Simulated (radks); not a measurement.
Ta7+, 66 electrons, occupied as [Kr] 4d10 4f13 5s2 5p5. All-electron calculation, Dirac Kohn-Sham, PBE, spin-unpolarised, spherical densities, finite nucleus; open shells fill j = l - 1/2 first; Fermi nuclear charge, rms radius 5.3507 fm. Program: a radial shooting solver on a logarithmic mesh with Libxc functionals.

Unscreened Slater integrals over Kohn-Sham orbitals (eV). Large and small components are both included. Empty in this configuration: 5d3/2.

F0(4f7/2,4f7/2): 41.015
F2(4f7/2,4f7/2): 19.938
F4(4f7/2,4f7/2): 12.600
F6(4f7/2,4f7/2): 9.0901
F0(4f7/2,5p3/2): 24.561
F2(4f7/2,5p3/2): 8.0385
G2(4f7/2,5p3/2): 3.4300
G4(4f7/2,5p3/2): 2.8270
F0(4f7/2,4f5/2): 41.281
F2(4f7/2,4f5/2): 20.066
F4(4f7/2,4f5/2): 12.680
G2(4f7/2,4f5/2): 19.992
G4(4f7/2,4f5/2): 12.635
G6(4f7/2,4f5/2): 9.1168
F0(4f7/2,5p1/2): 25.923
G4(4f7/2,5p1/2): 3.3685
F0(4f7/2,5d3/2): 20.955
F2(4f7/2,5d3/2): 5.7589
G3(4f7/2,5d3/2): 2.0573
G5(4f7/2,5d3/2): 1.6262
F0(5p3/2,5p3/2): 20.233
F2(5p3/2,5p3/2): 11.032
F0(5p3/2,4f5/2): 24.614
F2(5p3/2,4f5/2): 7.9623
G2(5p3/2,4f5/2): 3.3379
G4(5p3/2,4f5/2): 2.7623
F0(5p3/2,5p1/2): 20.862
G2(5p3/2,5p1/2): 11.173
F0(5p3/2,5d3/2): 18.194
F2(5p3/2,5d3/2): 9.5438
G1(5p3/2,5d3/2): 11.808
G3(5p3/2,5d3/2): 7.4262
F0(4f5/2,4f5/2): 41.552
F2(4f5/2,4f5/2): 20.200
F4(4f5/2,4f5/2): 12.766
F0(4f5/2,5p1/2): 25.984
G2(4f5/2,5p1/2): 4.0789
F0(4f5/2,5d3/2): 20.990
F2(4f5/2,5d3/2): 5.6938
G1(4f5/2,5d3/2): 2.2070
G3(4f5/2,5d3/2): 2.0110
F0(5p1/2,5p1/2): 21.583
F0(5p1/2,5d3/2): 18.605
G1(5p1/2,5d3/2): 11.207
F0(5d3/2,5d3/2): 16.749
F2(5d3/2,5d3/2): 9.0244
